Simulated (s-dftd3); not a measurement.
C4H13AlN (SMILES CC[N](C)(C)->[AlH2+]), charge +1, singlet, geometry from GFN2-xTB (such geometries of metal compounds can be far from the true shape); D3(zero) for pbe0 run with s-dftd3 1.4.0.

s-dftd3 was given this input:
```
$ s-dftd3 mol.xyz --zero pbe0 --json dftd3.json --noedisp --grad

# file mol.xyz
19

Al    -1.40397890    -0.71832228    -0.45946005
H     -2.21807388    -1.38307979     0.64256811
H     -1.67112782    -0.57995054    -1.95416474
C     -0.61068351     1.91074676     0.47017436
C      0.53031389     1.19693653    -0.23562742
N      0.46876232    -0.26252383    -0.00214089
C      1.44600606    -0.93558142    -0.87046584
C      0.69685116    -0.60886488     1.40610853
H     -1.56795622     1.39317005     0.24704715
H     -0.48191805     1.95066816     1.54904706
H     -0.69951582     2.93165926     0.10520031
H      0.43497589     1.35463536    -1.31824661
H      1.49876398     1.59577289     0.08439351
H      1.18259267    -0.76444737    -1.91827693
H      1.42817862    -2.00998747    -0.68487893
H      2.45706737    -0.56311506    -0.69179899
H      1.63103514    -0.18219451     1.77724489
H     -0.13652487    -0.25124016     2.01980485
H      0.73796665    -1.69545607     1.50888953
```

### Question
What does s-dftd3 print? Leave out banner, timings and long lists.

### Answer

```
-----------------------------------
 s i m p l e   D F T - D 3  v1.4.0
-----------------------------------

Zero (Chai-Head-Gordon) damping: pbe0-D3(0)
--------------------
  s6         1.0000
  s8         0.9280
  s9         0.0000
 rs6         1.2870
 rs8         1.0000
 alp        14.0000
--------------------

Dispersion energy:      -8.8986859224879E-03 Eh

Gradient norm:           8.4556648297946E-04 Eh/a0
--------------------------------------------------
     #    Z           dE/dx      dE/dy      dE/dz
--------------------------------------------------
     1   13 Al    4.262E-04  5.526E-05  6.474E-05
     2    1 H    -2.938E-04 -1.750E-04  3.861E-05
     3    1 H    -2.287E-04 -7.158E-05 -2.183E-04
     4    6 C     9.009E-05 -1.371E-04 -3.489E-05
     5    6 C    -5.941E-05 -2.594E-05  9.368E-05
     6    7 N     2.913E-04  4.386E-05  5.089E-05
     7    6 C    -4.078E-05  5.541E-05  6.585E-05
     8    6 C     7.433E-05  7.168E-06 -1.125E-04
     9    1 H    -1.547E-05  1.207E-04 -1.300E-05
    10    1 H    -3.165E-05  1.276E-04  3.583E-05
    11    1 H    -1.331E-05  7.912E-05  8.962E-07
    12    1 H    -3.811E-05 -1.569E-04  8.066E-05
    13    1 H    -1.860E-05 -3.054E-05 -1.287E-06
    14    1 H    -6.969E-05  4.938E-05  1.035E-04
    15    1 H    -5.206E-05  6.558E-05  8.479E-05
    16    1 H    -1.607E-05 -3.081E-05 -5.508E-05
    17    1 H    -2.711E-06 -3.750E-05  4.811E-05
    18    1 H     8.892E-07  3.220E-05 -8.627E-05
    19    1 H    -2.436E-06  2.912E-05 -1.462E-04
--------------------------------------------------

Virial:
--------------------------------------------------
      component           x          y          z
--------------------------------------------------
          x       5.294E-04  4.120E-04  8.054E-04
          y       4.120E-04  1.285E-04  5.093E-04
          z       8.054E-04  5.093E-04 -7.831E-04
--------------------------------------------------

[Info] JSON dump of results written to 'dftd3.json'
```
